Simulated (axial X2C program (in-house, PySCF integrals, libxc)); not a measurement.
ZnAs: properties at the nuclei

Computed with an in-house all-electron X2C program for linear molecules (integrals from PySCF): two-component X2C with atomic mean-field Coulomb and Gaunt terms, Gaussian nuclei, basis As dyall-cv3z, Zn dyall-cv3z with contracted cores.

R = 2.569 Å (near the PBE0 minimum at charge 0 of the determinant lowest at the starting distance; the state shown can have its own minimum elsewhere).

Determinant lowest in the PBE0 search, Ω = 3/2 (⟨Sz⟩ = 1.49, ⟨Lz⟩ = 0.01 at PBE0), spin on the atoms As 1.23, Zn 0.26:

```csv
level,Eeff magnitude (GV/cm),Ws magnitude As (kHz),Ws magnitude Zn (kHz),A∥/gI As (MHz),qzz As (a.u.),A∥/gI Zn (MHz),qzz Zn (a.u.),μ (D)
PBE0,2.55,0.24,0.486,-222,-1.58,437,-0.94,0.51
HF,3.62,0.391,0.64,-211,-1.76,366,-1.35,0.97
PBE,2.22,0.22,0.415,-209,-1.53,429,-0.80,0.33
TPSSh,2.52,0.232,0.489,-191,-1.61,469,-0.93,0.53
PBE50,2.89,0.272,0.549,-218,-1.65,451,-1.09,0.75
```

Determinant 0.82 eV from it at PBE0 and this distance, Ω = 1/2 (⟨Sz⟩ = -0.48, ⟨Lz⟩ = 0.98 at PBE0), spin on the atoms As -0.53, Zn 0.05:

| level | Eeff magnitude (GV/cm) | Ws magnitude As (kHz) | Ws magnitude Zn (kHz) | A∥/gI As (MHz) | qzz As (a.u.) | A∥/gI Zn (MHz) | qzz Zn (a.u.) | μ (D) |
| --- | --- | --- | --- | --- | --- | --- | --- | --- |
| PBE0 | 0.534 | 0.309 | 0.151 | 1890 | 5.54 | 626 | 0.22 | 3.50 |
| HF | 2.35 | 0.399 | 1.62 | 1840 | 2.76 | 2310 | -0.73 | 3.35 |
| PBE | 0.29 | 0.19 | 0.0599 | 1890 | 5.39 | 445 | 0.37 | 3.09 |
| TPSSh | 0.427 | 0.238 | 0.128 | 1810 | 5.55 | 561 | 0.28 | 3.49 |
| PBE50 | 1.14 | 0.577 | 0.398 | 1900 | 5.45 | 1080 | 0.07 | 3.83 |

Eeff is the effective electric field on the electron electric dipole moment in this Ω state and Ws the scalar–pseudoscalar constant of the nucleus named (defined with the proton number Z and per Ω); A∥ (defined per Ω) follows by multiplying with gI = μI/(I μN); qzz is the electric field gradient, eQq0 = 234.96 MHz × Q/barn × qzz; μ is positive if the Zn end (last atom) is positive. The operators were transformed with the bare-nucleus X2C matrices; with these basis sets, hyperfine constants and field gradients can be off by tens of per cent, and where levels differ in sign neither size nor sign is settled.

Question: With gI(75As) = 0.9597, Q(75As) = 0.311 barn, gI(67Zn) = 0.3502, Q(67Zn) = 0.122 barn (g factors from the IAEA table of nuclear moments by Stone; Q from Pyykkö, Mol. Phys. 2018), turn the PBE0 values of the first state into constants in MHz.

Answer: A∥(75As) = -222 × 0.9597 = -213 MHz; eQq0(75As) = 234.96 × (0.311) × (-1.58) = -115 MHz; A∥(67Zn) = 437 × 0.3502 = 153 MHz; eQq0(67Zn) = 234.96 × (0.122) × (-0.94) = -26.9 MHz.

Each state is one determinant with collinear spin, which with several unpaired electrons need not be a pure state. Unrestricted Hartree–Fock can overshoot spin polarisation at the nuclei. This is the top spin component of a Σ state; components of lower Ω are not single determinants and can lie lower. With several open shells hyperfine constants can be off by a factor of several. Where Eeff spreads by more than a factor of two the levels disagree and none is to be relied on. States lie within half an eV, so the first need not be the ground state. Further determinants of the search, some of them spin-mixed, are not shown. PBE0 term energies can be off by some tenths of an eV.
